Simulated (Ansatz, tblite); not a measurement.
Forces on Si₇W₃⁻ at its PBE-D4/def2-SVP geometry. Charge -1, multiplicity 2.

In the def2 sets W takes a core potential; there is no spin–orbit coupling. The xTB rows come from tblite. At PBE-D4/def2-SVP the charge -1 doublet is spin-contaminated (final ⟨S²⟩ up to 1.53, 0.75 for a pure state). The order of the spin states hangs on the level: the quartet lies 0.18 eV below the doublet at PBE0-D4/def2-SVP, but 0.05 eV above it at GFN2-xTB. The structure comes from a short search, and lower isomers may exist.

GFN2-xTB (tblite), largest force 3.18 eV/Å:

```xyz
10
positions Å, forces eV/Å
W     0.439   -1.096    1.612    0.856   -1.504    1.272
W    -1.441    1.577   -0.884   -2.637    1.392    0.164
W     1.599   -0.148   -1.157    2.097   -0.486   -1.367
Si   -0.851   -0.256   -2.336   -0.182   -1.345   -0.607
Si    0.376    1.144    0.694    1.272    2.589    1.328
Si   -0.103   -1.926   -0.691    0.044   -0.905   -0.630
Si   -1.707   -0.263    0.754   -2.951   -0.337    0.515
Si    2.595    0.127    1.006    0.383   -0.602    0.688
Si   -1.597   -1.147    2.932    0.149    0.009   -0.049
Si    0.692    1.988   -1.931    0.969    1.189   -1.316
```

PBE-D4/def2-SVP (Ansatz), largest force 0.02 eV/Å:

```
W -0.001 -0.007 0.003
W -0.013 -0.003 -0.003
W 0.012 -0.006 0.006
Si -0.007 -0.001 -0.009
Si 0.013 0.015 -0.008
Si 0.005 0.003 -0.007
Si -0.017 0.000 0.010
Si 0.005 -0.004 0.003
Si 0.003 0.002 -0.002
Si 0.000 0.001 0.005
```
